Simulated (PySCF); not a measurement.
**Fine-structure interval of Au⁷⁰⁺ by level of theory**

Au⁷⁰⁺ [He] 2s2 2p5 [2p1/2^2 2p3/2^3, M_J = 3/2] → Au⁷⁰⁺ [He] 2s2 2p5 [2p1/2^1 2p3/2^4, M_J = 1/2], as a difference of total energies. All numbers are calculated (PySCF 2.14, the two-component X2C-1e Hamiltonian, in an uncontracted even-tempered set (16 s from 57 bohr⁻², ratio 2.4; 13 p from 74 bohr⁻², ratio 2.4; 5 d from 250 bohr⁻², ratio 2.6; 4 f from 380 bohr⁻², ratio 2.6)). Correlated levels: nothing frozen; the 26 highest virtual spinors dropped. "Screened" scales the spin-orbit matrix elements by Boettger's factors to mimic the two-electron term; Breit and QED terms are absent.

| method | fine-structure interval (cm⁻¹) |
| --- | --- |
| GHF (screened spin-orbit) | 15338000 |
| GMP2 (screened spin-orbit) | 15339000 |
| GHF (bare spin-orbit) | 15793000 |
